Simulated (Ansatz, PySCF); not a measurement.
Species: silanone, sum formula H$_{2}$SiO (charge 0, singlet). 
Coordinates optimised at B3LYP-D3(BJ)/def2-TZVP (Ansatz, a quantum-chemistry and plane-wave program):
```xyz
4

Si     0.0729    -0.4313    -0.0029
O     -0.1804     1.0669     0.0071
H     -0.9986    -1.4531    -0.0255
H      1.4209    -1.0442     0.0090
```

Dipole moments at this geometry, in debye (magnitudes).

| level | program | dipole (D) |
|---|---|---|
| HF/def2-TZVPD | PySCF | 4.47 |
| BLYP/def2-TZVPD | Ansatz | 3.53 |
| TPSS/def2-TZVPD | PySCF | 3.52 |
| B97M-V/def2-TZVPD | Ansatz | 3.53 |
| PBE0/def2-TZVPD | Ansatz | 3.79 |
| BHLYP/def2-TZVPD | Ansatz | 4.10 |
| TPSSh/def2-TZVPD | PySCF | 3.63 |
| r2SCAN0/def2-TZVPD | Ansatz | 3.87 |
| PW6B95/def2-TZVPD | PySCF | 3.78 |
| CAM-B3LYP/def2-TZVPD | Ansatz | 3.94 |
| wB97M-V/def2-TZVPD | Ansatz | 3.86 |
| wB97X-V/def2-TZVPD | Ansatz | 3.93 |
| CCSD(T)/aug-cc-pV(D+d)Z | Ansatz | 3.64 |
